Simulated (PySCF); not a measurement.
Lowest triplet excitation (TDA) (eV) of eight silicon and germanium compounds: TDA-PBE beside TDA-PBE0, computed with PySCF for isolated molecules in the bases named; differences from unrounded values. The eight are the first of their class met in an unordered collection, after screening for sound electronic states; none was chosen by its value. Each molecule has one DFT geometry for both levels.

```tsv
molecule	basis	TDA-PBE0	TDA-PBE	difference
C3H7FOSi, SMILES C/C(=C\F)[SiH2]O	def2-SVPD	4.24	4.32	0.07
CH₅NO₂Si₂, SMILES N#CO[Si@H](O)[SiH3]	def2-SVPD	5.71	5.27	-0.44
C₃H₅ClOSi, SMILES Cl[Si@H]1OC=CC1	def2-SVPD	4.06	4.11	0.05
C₃H₁₂N₂Si, SMILES CC(C)[SiH](N)N	def2-SVPD	6.01	5.32	-0.69
C₂H₅ClO₂Si, SMILES C(C)(=O)O[SiH2]Cl	def2-SVPD	5.21	4.91	-0.30
BGeH5O2S, SMILES OB(O)[S][GeH3]	def2-SVPD	5.17	4.72	-0.44
C2H3ClFNSi, SMILES C#C[Si@@](N)(F)Cl	def2-SVPD	4.77	4.85	0.08
CH₆O₂Si₂, SMILES O=C[SiH2]O[SiH3]	def2-SVPD	2.44	2.35	-0.09
```

TDA-PBE lies below TDA-PBE0 in 5 and above it in 3 of the eight; the mean signed difference is -0.22 and the largest -0.69 eV.
